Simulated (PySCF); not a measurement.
Match the calculated data to a structure.

All candidates are C2H14Si4.

| technique | computed result |
| --- | --- |
| UV, strongest line | among the 8 lowest singlet transitions: S2 at 6.61 eV (187 nm, f = 0.281) [TDDFT CAM-B3LYP/def2-SVPD] |
| Dipole | 0.78 D [CAM-B3LYP/def2-SVPD] |
| Polarisability | 143.8 au [CAM-B3LYP/def2-SVPD] |
| UV, first state | lowest singlet excitation: 6.28 eV (197 nm, f = 0.049) [TDDFT CAM-B3LYP/def2-SVPD] |
| Triplet | lowest triplet excitation (Tamm–Dancoff): 5.69 eV [TDA CAM-B3LYP/def2-SVPD] |
| Rotational structure | rotational constants A, B, C: 2.253, 0.572, 0.502 GHz [GFN2-xTB] |

Electronic properties: PySCF, gas phase, density fitting. Levels stand in brackets. One conformer (not necessarily the lowest) at the GFN2-xTB geometry, without solvent, vibrations or thermal averaging.

Task: Which candidate is it?
A. `CC[SiH2][SiH]([SiH3])[SiH3]`
B. `[SiH3]C[SiH2]C([SiH3])[SiH3]`
C. `CC[SiH2][SiH2][SiH2][SiH3]`
D. `CC[Si]([SiH3])([SiH3])[SiH3]`

Result: C. It is `CC[SiH2][SiH2][SiH2][SiH3]`. Numbering: `[CH3:1][CH2:2][SiH2:3][SiH2:4][SiH2:5][SiH3:6]`. Its formula, C2H14Si4, gives 0 degrees of unsaturation, so no ring and no π bond. The optimised geometry has point group C1 and is an asymmetric top.

The others, at the same levels:
- `CC[Si]([SiH3])([SiH3])[SiH3]` fails: its computed lowest singlet excitation is 6.58 eV (189 nm, f = 0.071) (against 6.28 eV), strongest line among the 8 lowest singlet transitions is S7 at 7.14 eV (174 nm, f = 0.216) (against S2 at 6.61 eV) and rotational constant A is 1.156 GHz (against 2.253 GHz).
- `CC[SiH2][SiH]([SiH3])[SiH3]` fails: its computed lowest singlet excitation is 6.54 eV (190 nm, f = 0.007) (against 6.28 eV), lowest triplet excitation (Tamm–Dancoff) is 5.90 eV (against 5.69 eV) and strongest line among the 8 lowest singlet transitions is S6 at 7.31 eV (170 nm, f = 0.234) (against S2 at 6.61 eV).
- `[SiH3]C[SiH2]C([SiH3])[SiH3]` fails: its computed lowest singlet excitation is 7.50 eV (165 nm, f = 0.119) (against 6.28 eV), lowest triplet excitation (Tamm–Dancoff) is 7.24 eV (against 5.69 eV) and static isotropic polarisability is 132.5 au (against 143.8 au).

Each candidate is one conformer, not necessarily the lowest. The conformers computed, where there is a choice (atom-mapped SMILES and torsion angles):
- `[CH3:1][CH2:2][SiH2:3][SiH2:4][SiH2:5][SiH3:6]`: C1–C2–Si3–Si4 61°, C2–Si3–Si4–Si5 -139°, Si3–Si4–Si5–Si6 101°
- `[CH3:1][CH2:2][Si:3]([SiH3:4])([SiH3:5])[SiH3:6]`: C1–C2–Si3–Si4 180°
- `[CH3:1][CH2:2][SiH2:3][SiH:4]([SiH3:5])[SiH3:6]`: C1–C2–Si3–Si4 71°, C2–Si3–Si4–Si5 -162°
- `[SiH3:1][CH2:2][SiH2:3][CH:4]([SiH3:5])[SiH3:6]`: Si1–C2–Si3–C4 180°, C2–Si3–C4–Si5 -171°
